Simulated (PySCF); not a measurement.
C$_{3}$H$_{10}$Si (SMILES C[SiH](C)C), singlet, at a GFN2-xTB geometry. Base run: WB97X/6-31G, TDDFT in PySCF.

Input for PySCF:
```python
from pyscf import gto, scf, dft, tdscf

mol = gto.M(
    atom='''
Si    0.040734    0.174696    0.357608
C    -0.936326    1.325461   -0.801774
C     1.761773   -0.161380   -0.382764
C    -0.896684   -1.469599    0.559135
H     0.190939    0.818883    1.676275
H    -1.067203    0.883071   -1.785609
H    -1.924717    1.538080   -0.405530
H    -0.427080    2.275063   -0.936147
H     2.345948   -0.815353    0.257697
H     1.690961   -0.636869   -1.357270
H     2.323615    0.759238   -0.508968
H    -1.026678   -1.974212   -0.394403
H    -1.884301   -1.311466    0.981908
H    -0.364333   -2.149075    1.217957
''',
    basis='6-31g',
    charge=0,
    spin=0,
    verbose=4,
)

mf = dft.RKS(mol)
mf.xc = 'wb97x'
mf.kernel()
td = mf.TDDFT()
td.nstates = 5
td.kernel()
td.analyze()
```

The base run was repeated with changes; each row names its change, and settings that it needs were set with it.

```tsv
change	first excitation (eV)	oscillator strength of the first	second (eV)	core-seconds (rough)	outcome
base	9.85	0.000	9.97	200	converged
functional = pbe0	9.37	0.000	9.55	90	converged
response = Tamm-Dancoff	9.86	0.000	9.99	90	converged
functional = m062x	-	-	-	-	cut at the time limit
basis = 6-31+G*	-	-	-	-	cut at the time limit
functional = b3lyp	9.16	0.000	9.35	90	converged
```

An iterative solver can miss low states, so a row lists the states that it found.
